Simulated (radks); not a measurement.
All-electron atom: the bismuth ion Bi78+ in [He] 2s2 2p1 (the NIST ground configuration).

Calculated with a radial shooting solver on a logarithmic mesh with Libxc functionals: scalar-relativistic Kohn-Sham, PBE, spin-polarised, spherical densities, finite nucleus; open shells are filled with parallel spins first (spin-orbit coupling, left out, can overturn this in heavy ions); Fermi nuclear charge, rms radius 5.5211 fm.

Energy parts (Ry):
part                       energy
total                 -20642.8587
kinetic                25292.0316
electron-nucleus      -46370.8486
Hartree                  619.7283
exchange-correlation    -183.7700

Orbitals (lengths in bohr, moments of r in powers of bohr; <r^-3> diverges for s and p1/2; r(max) is where P^2 peaks; r(90%) holds 90 % of the orbital's charge):
orbital  occ.  eigenvalue (Ry)  r(90%)  <1/r>  <r^-3>    r(max)
1s up       1        -7382.290  0.0289  103.4       -  0.009650
1s down     1        -7380.505  0.0289  103.5       -  0.009648
2s up       1        -1825.050  0.0994  25.24       -   0.05497
2s down     1        -1821.595  0.0995  25.21       -   0.05500
2p up       1        -1664.233  0.0937  22.07   34140   0.04542
2p down     0        -1660.353  0.0938  22.06   34090   0.04545

The highest occupied level is 2p up at -22643 eV. The electron density at the nucleus is 3.138e+06 e/bohr^3 (large components only).
